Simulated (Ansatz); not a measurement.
C4H3S, doublet, geometry from GFN2-xTB. Base run: CAM-B3LYP/6-31G (Ansatz, a quantum-chemistry and plane-wave program).

Input for Ansatz:
Ansatz 0.2 input:
```yaml
crystal:
  periodic: [false, false, false]
  atoms:
    - {symbol: C, position_ang: [0.41047637, -1.39328892, -0.18344938]}
    - {symbol: C, position_ang: [1.23247863, -0.35476814, -0.15707414]}
    - {symbol: S, position_ang: [0.28150493, 1.10974650, 0.08658406]}
    - {symbol: C, position_ang: [-1.17618315, 0.18464828, 0.13407073]}
    - {symbol: C, position_ang: [-0.96017171, -1.14882389, -0.02420000]}
    - {symbol: H, position_ang: [2.29379584, -0.27638475, -0.25285561]}
    - {symbol: H, position_ang: [-2.10966106, 0.69299398, 0.27768379]}
    - {symbol: H, position_ang: [-1.72781451, -1.89915720, -0.02625646]}
basis:
  gaussian:
    orbitals: 6-31G
hamiltonian:
  xc: cam_b3lyp
magnetization: {spin_polarized: true, initial_magnetization: 1}
```

Each row names what was changed in the base input (with any setting that the change needs).

| change | ΔE vs base (µEh) |
|---|---|
| base | 0.0 |
| lower_state_search = light | 0.0 |
| final_grid = 10, 20, 41 | 0.0 |
| point_charge = charge:1.0 position_ang:-1.7766, 1.7823, 4.821 | -2519 |
| final_grid = 4, 8, 17 | 189 |
| point_charge = charge:-1.0 position_ang:-1.6567, 1.8285, 4.8372 | -249 |
| lower_state_search = off | 0.0 |
| final_grid = 14, 28, 59 | 0.1 |
| point_charge = charge:0.5 position_ang:-2.357, 1.2569, -4.8426 | -1128 |
| fitting.mean_field = def2-universal-JKFIT | -26.1 |
| fitting.mean_field = cc-pVTZ-JKFIT | -22.1 |
